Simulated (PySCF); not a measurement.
**LDA on H (hydrogen, neutral)**

Configuration: 2p1, 2P determinant (an excited configuration). Calculation: PySCF 2.14, in aug-cc-pVQZ; the non-relativistic Hamiltonian (point nucleus).

| Property | Result |
| --- | --- |
| Total energy | -0.1100 hartree |
| One-electron energy | -0.1008 hartree |
| Hartree (Coulomb) energy | 0.1367 hartree |
| Exchange-correlation energy | -0.1458 hartree |
| Kinetic energy | 0.22208 hartree |
| ⟨S²⟩ | 0.7500 |
| ⟨L²⟩ | 2.001 |
| Sum of ⟨r⟩ | 3.578 bohr |
| Sum of ⟨r²⟩ | 14.28 bohr² |
| Traceless quadrupole moment −½Σ⟨3z² − r²⟩ along its main axis | -5.75 e·bohr² |
| Density at the nucleus (Gaussians lack the cusp) | 0 bohr⁻³ |
| Langevin diamagnetic susceptibility | -11.3 ×10⁻⁶ cm³/mol |

```tsv
shell	electrons	mean orbital energy (hartree)	rms radius, mean of both spins (bohr)
2p α	1	-0.01925	3.78
```

For one electron the Hartree and exchange-correlation energies should cancel; what remains is the self-interaction error. The outer electron is Rydberg-like, and this basis confines it to a smaller radius and binds it less than a complete one would.
